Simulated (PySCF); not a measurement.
InF₂, SMILES [F][In][F], multiplicity 2.

Coordinates come from a r2SCAN-D4/def2-TZVP optimisation. The spin state was assumed, not searched. The isomer is the one that the SMILES or the coordinates give; other isomers of the formula were not compared. The def2 effective core potentials stand for the cores of In; spin–orbit coupling is left out.

Method: PySCF with r2SCAN-D4/def2-TZVP.

Frequencies are harmonic and unscaled.

```csv
mode,ν (cm⁻¹),IR (km/mol),moving atoms (share of kinetic energy)
1,125,19.4,"F 84 %, In 16 %"
2,552,36.4,"F 91 %, In 9 %"
3,568,103.2,"F 81 %, In 19 %"
```
